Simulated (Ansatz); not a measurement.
```yaml
crystal:
  periodic: [false, false, false]
  atoms:
    - {symbol: Li, position_ang: [-0.845961, -0.847403, -3.604341]}
    - {symbol: F, position_ang: [-1.039074, -1.040431, -1.815613]}
    - {symbol: Li, position_ang: [-0.938051, -0.938448, -0.001954]}
    - {symbol: F, position_ang: [-1.043337, -1.043671, 1.811293]}
    - {symbol: Li, position_ang: [-0.854197, -0.853955, 3.600777]}
    - {symbol: F, position_ang: [-0.956377, 0.963296, -3.674486]}
    - {symbol: Li, position_ang: [-0.958102, 0.961689, -1.831412]}
    - {symbol: F, position_ang: [-1.035301, 1.034421, -0.000238]}
    - {symbol: Li, position_ang: [-0.962513, 0.958153, 1.830917]}
    - {symbol: F, position_ang: [-0.964961, 0.956604, 3.673958]}
    - {symbol: F, position_ang: [0.964886, -0.956671, -3.673958]}
    - {symbol: Li, position_ang: [0.962421, -0.958356, -1.830883]}
    - {symbol: F, position_ang: [1.035254, -1.034340, 0.000259]}
    - {symbol: Li, position_ang: [0.958343, -0.961488, 1.831369]}
    - {symbol: F, position_ang: [0.956397, -0.963330, 3.674381]}
    - {symbol: Li, position_ang: [0.854303, 0.853832, -3.600811]}
    - {symbol: F, position_ang: [1.043187, 1.043778, -1.811275]}
    - {symbol: Li, position_ang: [0.938046, 0.938467, 0.002011]}
    - {symbol: F, position_ang: [1.039082, 1.040432, 1.815612]}
    - {symbol: Li, position_ang: [0.845943, 0.847431, 3.604394]}
basis:
  gaussian: {orbitals: def2-TZVP}
magnetization: {spin_polarized: true, initial_magnetization: 2}
hamiltonian: {xc: pbe0, dispersion: d4}
scf: {omitted_lower_state_checks: [starts]}
output: {orbitals: {seedname: orbitals}}
```

```sh
$ ansatz run in.yaml --threads 4 --pin off --events-out ev --progress --plain --max-ram 6963MiB
```

Task: Does this run fit into the memory that it is given?

Result: No. It has 450 basis functions, and Ansatz plans for 7.06 GiB where 6.79 GiB are given.
